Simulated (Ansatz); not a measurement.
A nudged elastic band was laid between two geometries of C2H7IOSi (12 atoms, charge 0, multiplicity 1).

Computed with RKS PBE-D4/def2-SVP (Ansatz).

- movable images: 9
- climbing image: yes
- spring: 5.0 eV/Å²
- optimiser: quadratic models (default)
- start path: through a guess of the saddle point
- force threshold: 0.05 eV/Å
- iteration limit: 26
- end points: relaxed

Image 0:

```xyz
12
Properties=species:S:1:pos:R:3
C -1.322 -0.559 0.792
Si 0.537 -0.289 0.634
I 1.701 -2.484 0.747
C 0.945 0.551 -1.032
O 0.223 1.782 -1.121
H -1.697 -1.232 -0.005
H -1.853 0.414 0.721
H -1.573 -1.011 1.772
H 1.042 0.552 1.773
H 2.027 0.798 -1.065
H 0.757 -0.137 -1.891
H -0.710 1.560 -1.291
```

Image 10:

```xyz
12
Properties=species:S:1:pos:R:3
C -1.349 -0.285 1.060
Si 0.479 -0.247 0.634
I 1.131 -2.512 -0.197
C 0.819 0.890 -0.862
O 0.080 0.462 -1.997
H -1.931 -0.419 0.126
H -1.648 0.679 1.524
H -1.594 -1.106 1.760
H 1.352 0.055 1.823
H 0.468 1.915 -0.607
H 1.918 0.975 -1.053
H 0.352 -0.462 -2.177
```

Problem. Which bonds break or form, and what moves?

Solution. No bond is made or broken. The dihedral I3–Si2–C4–H11 goes from 51 to -69°.

Problem. What energy profile does the band end with?

Solution. The forces met the threshold. The highest image is number 5 of 0 to 10, 8.4 kJ/mol above the first end and 15.9 kJ/mol above the last; the last end lies 7.5 kJ/mol below the first. A vibrational analysis at the climbing image gives one clearly imaginary mode, 82i cm⁻¹: a first-order saddle point.

```tsv
image	path coordinate (Å)	energy (kJ/mol)	dihedral I3–Si2–C4–H11 (°)
0	0.00	0.0	51
1	0.44	0.8	41
2	0.87	3.0	29
3	1.31	5.6	18
4	1.75	7.6	7
5	2.18	8.4	-4
6	2.72	7.1	-18
7	3.25	3.5	-32
8	3.78	-1.2	-45
9	4.32	-5.6	-57
10	4.85	-7.5	-69
```

Problem. What is the geometry of the highest image?

Solution. 
```xyz
12
Properties=species:S:1:pos:R:3
C -1.303 -0.382 0.908
Si 0.559 -0.364 0.634
I 1.360 -2.692 0.250
C 0.965 0.725 -0.910
O -0.199 1.338 -1.456
H -1.829 -0.849 0.051
H -1.662 0.663 1.008
H -1.564 -0.947 1.824
H 1.282 0.119 1.864
H 1.632 1.548 -0.572
H 1.550 0.144 -1.662
H -0.711 0.642 -1.907
```

Problem. What are the harmonic wavenumbers there?

Solution. 82i, 128, 138, 155, 173, 300, 327, 362, 589, 627, 666, 727, 746, 822, 854, 1036, 1116, 1209, 1234, 1337, 1366, 1381, 1396, 2153, 2931, 2980, 3011, 3081, 3094, 3707 cm⁻¹.

Time of the run: 3.9 min on 2 threads of Intel(R) Xeon(R) Platinum 8259CL CPU @ 2.50GHz (Skylake/Cascade Lake), on a shared host, peak memory 0.2 GiB.
